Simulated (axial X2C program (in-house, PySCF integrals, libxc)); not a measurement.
**Nuclear properties of LiPd⁻**

Calculated with an axial X2C code built on PySCF integrals: two-component X2C with atomic mean-field Coulomb and Gaunt terms, Gaussian nuclei, basis Pd dyall-acv3z, Li dyall-av3z with contracted cores.

R = 2.234 Å (near the PBE0 minimum at charge -1 of the determinant lowest at the starting distance; the state shown can have its own minimum elsewhere).

Input and command:
```json
{"zs": [46, 3], "q": -1, "bas": ["dyall-acv3z", "dyall-av3z"], "r0": 2.53, "levels": ["PBE0", "HF", "PBE50", "TPSSh", "LDA"], "nst": 3}
```
```bash
python soeom.py task.json out
```

Keys: zs atomic numbers; q charge; bas basis sets; r0 starting distance in Å; levels methods; nst determinants followed.

Determinant lowest in the PBE0 search, Ω = 0 (closed shell), highest spinor 46% Li s, 43% Pd s, 6% Pd d:

| level | qzz Pd (a.u.) | qzz Li (a.u.) |
| --- | --- | --- |
| PBE0 | 0.77 | -0.01 |
| PBE50 | 0.77 | -0.01 |
| TPSSh | 0.80 | -0.01 |
| LDA | 0.80 | -0.01 |

Determinant 0.47 eV from it at PBE0 and this distance, Ω = 1 (⟨Sz⟩ = 1.00, ⟨Lz⟩ = 0.00 at PBE0), spin on the atoms Pd 0.27, Li 0.73:

```tsv
level	Eeff magnitude (GV/cm)	Ws magnitude Pd (kHz)	A∥/gI Pd (MHz)	qzz Pd (a.u.)	A∥/gI Li (MHz)	qzz Li (a.u.)
PBE0	1.25	0.676	2350	0.97	40	-0.02
HF	1.73	1.04	1780	1.09	51.1	-0.02
PBE50	1.59	0.881	2290	1.01	43.8	-0.02
TPSSh	1.16	0.615	2400	1.05	37.4	-0.02
LDA	0.855	0.441	2550	0.80	38.7	-0.02
```

Eeff is the effective electric field on the electron electric dipole moment in this Ω state and Ws the scalar–pseudoscalar constant of the nucleus named (defined with the proton number Z and per Ω); A∥ (defined per Ω) follows by multiplying with gI = μI/(I μN); qzz is the electric field gradient, eQq0 = 234.96 MHz × Q/barn × qzz. The operators were transformed with the bare-nucleus X2C matrices; with these basis sets, hyperfine constants and field gradients can be off by tens of per cent, and where levels differ in sign neither size nor sign is settled.

Task: With Q(105Pd) = 0.66 barn (Q from Pyykkö, Mol. Phys. 2018), turn the PBE0 values of the first state into constants in MHz.

Result: eQq0(105Pd) = 234.96 × (0.66) × (0.77) = 119 MHz.

Each state is one determinant with collinear spin, which with several unpaired electrons need not be a pure state. Unrestricted Hartree–Fock can overshoot spin polarisation at the nuclei. For an anion, determinants above electron detachment, or with a positive highest level, are held by the basis set. A closed determinant beside an open π² or δ² triplet, such as (π1/2)², mixes with its partner pair into the 0⁺ component of the triplet and ¹Σ⁺, so its energy is not that of a level, and 0⁺ can lie lowest. With several open shells hyperfine constants can be off by a factor of several. Where Eeff spreads by more than a factor of two the levels disagree and none is to be relied on. Open-shell Ω = 0 determinants with evenly filled partner blocks cannot be reached by this program, so the Ω shown need not be the lowest component. Left out as unconverged or as another state under the same occupation: HF in at least one table. States lie within half an eV, so the first need not be the ground state. Further determinants of the search, some of them spin-mixed, are not shown. PBE0 term energies can be off by some tenths of an eV.
